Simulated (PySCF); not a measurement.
## Which determinant of CBr lies lowest?

Unrestricted PBE0; C 6-31G(d,p), Br 6-31G(d,p); no relativity (PySCF 2.14). Outer shells of the fragments: C 2s2 2p2; Br 3d10 4s2 4p5.

Followed along the bond (rough minima from three points):

| 2Ms+1 | unpaired | ⟨S²⟩ at the start | R at minimum (Å) | Te (eV) |
| --- | --- | --- | --- | --- |
| 2 | π ↑ | 0.75 | 1.84 | 0.00 |
| 4 | σ ↑, π ↑↑ | 3.75 | 1.83 | 1.96 |

Solutions found at the starting distance of 1.825 Å, counted from the lowest of them; the search is not exhaustive and high or unbound solutions are not listed, so other states can lie among these:

```csv
2Ms+1,unpaired,term,E (eV),⟨S²⟩,⟨Lz²⟩,μ (D)
2,π ↑,²Π,0.00,0.75,1.01,1.30
4,"σ ↑, π ↑↑",⁴Σ⁻,1.95,3.75,0.00,0.25
2,"σ ↑, π ↑↓",mixed,3.23,1.76,2.01,0.88
2,"σ ↓, π ↑↑",mixed,3.46,1.77,0.00,1.22
2,σ ↑,²Σ⁺,4.35,0.75,0.00,-0.50
4,π ↑↑↑,⁴Π,4.51,3.76,1.00,4.00
2,σ ↑,mixed,4.54,0.76,2.00,1.17
4,"σ ↑↑, π ↑",⁴Π,6.54,3.78,1.01,-1.33
4,"σ ↑, π ↑↑",mixed,7.82,3.75,2.01,1.60
4,"σ ↑, π ↑↑",mixed,8.15,3.75,2.01,1.39
2,π ↑,²Π,9.22,0.80,1.00,1.01
```

A term symbol is given only where ⟨S²⟩ and ⟨Lz²⟩ are close to those of a pure state; real π, δ and φ orbitals otherwise mix terms. A positive dipole means C(−)Br(+).

Spin–orbit coupling is left out. Counting both spins, an empty level lies below a filled one in some of these solutions, because spin and occupation are held.
